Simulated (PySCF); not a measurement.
The vertical singlet excitations below were computed for one of the candidates. Computed with PySCF, TDDFT wB97X-D/def2-SVPD, vertical, gas phase, core orbitals frozen in the response. Geometries: PBE0-D3(BJ)/def2-SVP, one conformer each.

```tsv
state	E (eV)	f
S1	5.60	0.0036
S2	6.94	0.015
S3	7.17	0.0013
S4	7.57	0.048
S5	7.69	0.0043
S6	7.81	0.0078
S7	8.01	0.012
S8	8.17	0.025
S9	8.26	0.012
S10	8.31	0.026
```

Triplets computed (Tamm–Dancoff): 5.27, 6.65, 7.00, 7.12 eV.

Orbital energies (eV): HOMO-3 -11.00, HOMO-2 -10.61, HOMO-1 -9.91, HOMO -8.69, LUMO 1.66, LUMO+1 2.00, LUMO+2 2.72.

**Question.** Which candidate is it? All have the formula C6H13BO2.
A. `CC(C)(C)B1OCCO1`
B. `CC(C)(C)[C@H]1COBO1`
C. `CCC[C@@H]1CCOBO1`
D. `COBC1(OC)CCC1`

**Answer.** D. Its S1, at 5.60 eV, is the lowest among the candidates; the nearest of the others has S1 at 7.47 eV. S1 is HOMO→LUMO (90%). Löwdin shares by element: HOMO oxygen 41% or more, carbon 23% or more, boron 9% (atoms not listed hold the other 27%); LUMO boron 34%, oxygen 20% or more, hydrogen 10% or more, carbon 6% or more (atoms not listed hold the other 31%). At the same level the other candidates give, for their lowest levels:
- `CCC[C@@H]1CCOBO1`: 8.01 eV (f 0.025); 8.13 eV (f 0.002); 8.45 eV (f 0.029); 8.65 eV (f 0.024); 8.77 eV (f 0.041); T1 7.37 eV; HOMO -10.23, LUMO 1.95 eV
- `CC(C)(C)B1OCCO1`: 7.47 eV (f 0.000); 8.15 eV (f 0.005); 8.30 eV (f 0.038); 8.37 eV (f 0.027); 8.47 eV (f 0.001); T1 7.35 eV; HOMO -9.93, LUMO 1.79 eV
- `CC(C)(C)[C@H]1COBO1`: 7.80 eV (f 0.015); 8.05 eV (f 0.024); 8.63 eV (f 0.003); 8.85 eV (f 0.019); 8.94 eV (f 0.022); T1 7.13 eV; HOMO -9.90, LUMO 1.94 eV

Shape of the structure used: `[CH3:1][O:2][BH:3][C:4]1([O:5][CH3:6])[CH2:7][CH2:8][CH2:9]1`: C1–O2–B3–C4 174°, O2–B3–C4–O5 160°, B3–C4–O5–C6 -67°.
